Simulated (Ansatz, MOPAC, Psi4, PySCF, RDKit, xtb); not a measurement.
Noncovalent pair: CH4O (SMILES CO) (first 6 atoms) with CH2F2 (SMILES FCF); geometry from B3LYP-D3(BJ)/def2-TZVP, rigid monomers moved along the line of their centres of mass till O2···H11 is 2.05 Å.
(charge 0, multiplicity 1):
```tsv
atom	x (Å)	y (Å)	z (Å)
C	0.3873	-0.5809	0.4249
O	0.2626	0.7548	0.9094
H	-0.2698	-0.7641	-0.4311
H	0.0922	-1.2381	1.2403
H	1.4182	-0.8170	0.1429
H	0.5396	1.3643	0.2184
F	-0.0256	-1.0595	3.6440
C	0.2353	0.2590	3.9063
F	1.3761	0.3248	4.6536
H	-0.5897	0.6578	4.4990
H	0.3935	0.7732	2.9596
```

| level | interaction energy (kcal/mol) |
|---|---|
| MMFF94 | 0.76 |
| GFN-FF | -4.05 |
| AM1 | -1.93 |
| PM6 | -2.23 |
| PM7 | -2.00 |
| GFN2-xTB | -3.53 |
| HF/STO-3G (no counterpoise) | -1.51 |
| HF/3-21G (no counterpoise) | -8.01 |
| HF/6-31G* (no counterpoise) | -2.13 |
| PBE/def2-TZVPPD | -1.45 |
| PBE-D3(BJ)/def2-TZVPPD | -2.43 |
| PBE-D4/def2-TZVPPD | -2.45 |
| B3LYP/6-31G* | -1.22 |
| B3LYP/6-31G* (no counterpoise) | -3.79 |
| B3LYP-D4/def2-TZVPPD | -2.58 |
| M06-2X/6-31G* (no counterpoise) | -4.73 |
| SCS-MP2/aug-cc-pVDZ | -1.29 |
| CCSD/aug-cc-pVDZ | -1.71 |
| CCSD(T)/aug-cc-pVDZ | -1.96 |
| SAPT0/jun-cc-pV(D+d)Z | -2.96 |

The rows run from -8.01 (HF/3-21G (no counterpoise)) to 0.76 kcal/mol (MMFF94). The dispersion term adds -0.98 in PBE-D3(BJ), -1.00 in PBE-D4.

Counterpoise-corrected where a basis set is named; no monomer relaxation. Rows marked so take none.

Frozen-core correlation. Rows in 3-21G, 6-31G*, STO-3G carry no dispersion term and start afresh at each structure (6-31G* with six Cartesian d functions). The state that AM1, PM6, PM7 reach isn't checked; PM7 holds dispersion and hydrogen-bond terms.

Run with Ansatz (Gaussian basis) for Hartree–Fock, density functionals and correlated methods; MOPAC for AM1, PM6, PM7 (differences of heats of formation); Psi4 for SAPT; PySCF for 3-21G rows, 6-31G* rows, STO-3G rows, the dispersion terms; RDKit for the force fields; xtb for the GFN methods. Values without a source in brackets are computed.

Ansatz is a program for electronic structure.
